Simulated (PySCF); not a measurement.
## Bonding in `C/C=C/[P@H+](C)C(C)(C)C`

Species: C8H18P (charge +1).
SMILES with atom numbers: `[CH3:1]/[CH:2]=[CH:3]/[P@H+:4]([CH3:5])[C:6]([CH3:7])([CH3:8])[CH3:9]` (hydrogens: H10, H11, H12 on C1; H13 on C2; H14 on C3; H15 on P4; H16, H17, H18 on C5; H19, H20, H21 on C7; H22, H23, H24 on C8; H25, H26, H27 on C9)

Structure used (GFN2-xTB), in Å, numbered top down from 1:
```
atom  x, y, z in Å
C1     3.494    1.718   -0.013
C2     2.476    0.666    0.178
C3     1.407    0.495   -0.604
P4     0.209   -0.793   -0.331
C5    -0.088   -1.670   -1.883
C6    -1.348   -0.188    0.476
C7    -1.986    0.864   -0.427
C8    -0.930    0.417    1.815
C9    -2.268   -1.389    0.681
H10    3.581    2.315    0.895
H11    3.259    2.368   -0.851
H12    4.468    1.258   -0.177
H13    2.639   -0.003    1.016
H14    1.212    1.140   -1.453
H15    0.772   -1.696    0.549
H16   -0.779   -2.498   -1.730
H17   -0.503   -0.978   -2.618
H18    0.861   -2.055   -2.258
H19   -2.885    1.254    0.046
H20   -1.309    1.699   -0.595
H21   -2.276    0.442   -1.389
H22   -0.250    1.257    1.673
H23   -1.809    0.782    2.342
H24   -0.443   -0.325    2.447
H25   -1.760   -2.185    1.225
H26   -2.630   -1.782   -0.266
H27   -3.134   -1.087    1.265
```

Bond orders from the PBE0/pcSseg-1 density (PySCF). One conformer (not necessarily the lowest) at the GFN2-xTB geometry, without solvent, vibrations or thermal averaging.

(1) Where do the orders between heavy atoms depart from those drawn in the SMILES?

(2) Give the Mayer order of every bond between heavy atoms, beside its length.

Answers

(1) The largest departure is 0.213, at C2–C3 (drawn double, 1.787).

(2) 
```json
{"bond": "C1–C2", "drawn as": "single", "length (Å)": "1.477", "Mayer order": "1.084"}
{"bond": "C2–C3", "drawn as": "double", "length (Å)": "1.335", "Mayer order": "1.787"}
{"bond": "C3–P4", "drawn as": "single", "length (Å)": "1.780", "Mayer order": "1.022"}
{"bond": "P4–C5", "drawn as": "single", "length (Å)": "1.807", "Mayer order": "1.068"}
{"bond": "P4–C6", "drawn as": "single", "length (Å)": "1.855", "Mayer order": "0.899"}
{"bond": "C6–C7", "drawn as": "single", "length (Å)": "1.526", "Mayer order": "0.980"}
{"bond": "C6–C8", "drawn as": "single", "length (Å)": "1.528", "Mayer order": "0.993"}
{"bond": "C6–C9", "drawn as": "single", "length (Å)": "1.527", "Mayer order": "0.990"}
```

By pair of heavy elements: C–C: lowest C6–C7 (0.980, 1.526 Å), highest C2–C3 (1.787, 1.335 Å). C–P: lowest P4–C6 (0.899, 1.855 Å), highest P4–C5 (1.068, 1.807 Å); in 1 of the 3 pairs the longer bond (by over 0.003 Å) has the higher order (by 0.02 or more).

**Question.** And the bonds to hydrogen?

**Answer.** C–H: 0.92 to 0.96 (17 bonds); H–P: 0.93 (1 bond).

**Question.** Sum the orders of all bonds at each heavy atom with more than one neighbour and set the sums beside the valence in the SMILES.

**Answer.** C1 3.905 (drawn 4), C2 3.824 (drawn 4), C3 3.724 (drawn 4), P4 3.916 (drawn 4), C5 3.840 (drawn 4), C6 3.862 (drawn 4), C7 3.836 (drawn 4), C8 3.843 (drawn 4), C9 3.839 (drawn 4). Orders between atoms that aren't bonded are not in these sums.

Mayer orders depend on the basis set.
